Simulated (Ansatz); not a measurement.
## Relative stability

Two relaxed structures of LiBNH₃S, singlet (PBE0-D4/def2-TZVP; forces vanish, vibrations not checked).

A:

Li1  (0.563, -2.229, -1.674)
B2  (0.821, -0.733, -0.277)
N3  (1.101, 0.290, 0.615)
S4  (0.212, 0.090, -2.065)
H5  (0.996, 1.275, 0.417)
H6  (1.434, 0.088, 1.543)
H7  (-1.092, -0.062, -1.777)
(Å)

B:

```json
{"atom": "Li1", "x (Å)": "-2.2181", "y (Å)": "-0.1464", "z (Å)": "1.0670"}
{"atom": "B2", "x (Å)": "-0.2675", "y (Å)": "-0.0191", "z (Å)": "0.1131"}
{"atom": "N3", "x (Å)": "0.9948", "y (Å)": "0.1768", "z (Å)": "0.7078"}
{"atom": "S4", "x (Å)": "-0.1018", "y (Å)": "-0.1728", "z (Å)": "-1.7314"}
{"atom": "H5", "x (Å)": "1.8688", "y (Å)": "0.2264", "z (Å)": "0.2018"}
{"atom": "H6", "x (Å)": "1.1111", "y (Å)": "0.2825", "z (Å)": "1.6982"}
{"atom": "H7", "x (Å)": "-1.3873", "y (Å)": "-0.3474", "z (Å)": "-2.0564"}
```

Computed with Ansatz 0.2.0 (basis: def2-TZVPP); correlated methods freeze the cores. The outer core shell of Li, Na, Mg and K is correlated. B3LYP uses VWN-RPA correlation.

Q: Which structure is lower at CCSD(T), and by how much? (An estimate is asked for; the value comes from the calculation.)

A: By the calculation: B, by 3.09 kcal/mol (electronic energy, against the other). By their contacts, A is LiBNH₃S ([NH2][B]1[Li][SH]1) and B is LiBNH₃S ([Li][B]([NH2])[SH]).

All methods give the same order:

```json
{"method": "PBE-D4", "E(B) − E(A) (kcal/mol)": "-2.74"}
{"method": "r2SCAN-D4", "E(B) − E(A) (kcal/mol)": "-2.59"}
{"method": "PBE0-D4", "E(B) − E(A) (kcal/mol)": "-3.15"}
{"method": "B3LYP-D4", "E(B) − E(A) (kcal/mol)": "-2.71"}
{"method": "wB97M-V", "E(B) − E(A) (kcal/mol)": "-2.89"}
{"method": "HF", "E(B) − E(A) (kcal/mol)": "-3.66"}
{"method": "MP2", "E(B) − E(A) (kcal/mol)": "-3.76"}
{"method": "CCSD", "E(B) − E(A) (kcal/mol)": "-3.21"}
{"method": "CCSD(T)", "E(B) − E(A) (kcal/mol)": "-3.09"}
```

T1 diagnostic: at most 0.014.

Labels in which every atom is bracketed show which atoms are joined, not bond orders.

For scale, one of the runs: CCSD(T)/def2-TZVPP, 165 basis functions, launched by `ansatz run in.yaml --threads 2 --pin off --events-out ev --progress --plain --max-ram 4352MiB`. Time: 25 s of wall clock on 2 CPU threads of an Arm Neoverse V2; the host was shared. Peak host memory: 1.3 GiB.
